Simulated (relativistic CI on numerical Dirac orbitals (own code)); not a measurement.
**Sc²⁺ in a cubic cluster: 3s photoemission with charge transfer**

Computed with a charge-transfer multiplet model of a cubic metal-ligand cluster with up to 2 ligand holes, Slater and spin-orbit integrals from Dirac-Coulomb-Breit ions, Slater integrals scaled by 0.7. The ground state mixes d1 with configurations of k ligand holes L, whose averages lie at kΔ + k(k − 1)U_dd/2; a core hole lowers each added d electron by U_cd. 20 K, Lorentzian 1.4 eV and Gaussian 0.8 eV FWHM.

Atomic integrals in eV (Slater integrals scaled, ζ unscaled), ground: F2dd 4.121, F4dd 2.525, zeta_d 0.008; with the core hole: F2dd 4.121, F4dd 2.525, zeta_d 0.013, G2cd 6.457. Where a configuration has fewer than two d electrons, the dd integrals are those of d2.

Cluster parameters (eV): Δ = 6.9, U_dd = 4.6, 10Dq = 1.05, 10Dq(ligand) = 1.3, V(eg) = 2.45, V(t2g) = -1.12, final-state hopping factor = 1.

```csv
Case,n_d,d1,d2L,d3L2,S
U_cd = 3.6 eV,1.37,0.66,0.30,0.03,0.50
U_cd = 4.2 eV,1.37,0.66,0.30,0.03,0.50
U_cd = 5.4 eV,1.37,0.66,0.30,0.03,0.50
U_cd = 6 eV,1.37,0.66,0.30,0.03,0.50
U_cd = 6.6 eV,1.37,0.66,0.30,0.03,0.50
```

Weights, n_d and S are thermal averages at 20 K. Binding energies count from the first peak over 30 % of the highest in each spectrum, which can be another peak from case to case. The parameters are a model scan and need not match a compound or its usual spin state. Peaks in eV (height, largest 100):
- U_cd = 3.6 eV: 0.0 (100), 2.4 (41), 8.8 (6)
- U_cd = 4.2 eV: 0.0 (100), 2.4 (41), 6.8 (6), 8.8 (7)
- U_cd = 5.4 eV: 0.0 (100), 2.4 (41), 6.2 (7), 9.5 (10), 11.9 (6)
- U_cd = 6 eV: 0.0 (100), 2.4 (41), 6.0 (8), 9.7 (13), 11.9 (7)
- U_cd = 6.6 eV: 0.0 (100), 2.4 (41), 5.7 (9), 9.8 (17), 12.1 (9)

Curve for U_cd = 4.2 eV (points under 2 left out, the grid thinned):

E (eV), Intensity and a bar:
```
     -4.0        4.0 #
     -3.6        4.9 #
     -3.2        6.1 #
     -2.9        7.4 ##
     -2.5        9.8 ##
     -2.1       13.6 ####
     -1.7       19.9 ######
     -1.3       31.5 #########
     -0.9       51.9 ################
     -0.6       73.2 ######################
     -0.2       97.0 ##############################
      0.2       95.1 #############################
      0.6       70.8 ######################
      1.0       47.7 ##############
      1.3       38.2 ###########
      1.7       35.1 ##########
      2.1       38.7 ############
      2.5       40.6 ############
      2.9       34.1 ##########
      3.3       23.5 #######
      3.6       17.1 #####
      4.0       11.6 ###
      4.4        8.5 ##
      4.8        6.8 ##
      5.2        5.9 #
      5.5        5.5 #
      5.9        5.4 #
      6.3        5.5 #
      6.7        5.7 #
      7.1        5.7 #
      7.5        5.6 #
      7.8        5.8 #
      8.2        6.3 #
      8.6        6.8 ##
      9.0        6.7 #
      9.4        6.3 #
      9.7        5.7 #
     10.1        4.8 #
     10.5        3.9 #
     10.9        3.2 
     11.3        3.1 
     11.7        3.2 
     12.0        3.2 
     12.4        2.7 
     12.8        2.0
```

For the case U_cd = 5.4 eV, Δ = 6.9 eV is larger than U_dd = 4.6 eV, the Mott-Hubbard side of the Zaanen-Sawatzky-Allen scheme. With the core hole the configuration with one ligand hole lies at Δ − U_cd = 3.3, 2.7, 1.5, 0.9, 0.3 eV from the one without, in the order of the table; where this is negative the screened configuration lies lower, though the effective hopping of about 5.3 eV (from the holes of the mixed ground state) mixes the two strongly wherever it is as large as the gap.

Without intra-shell correlation the exchange splitting of the 3s hole comes out too large.
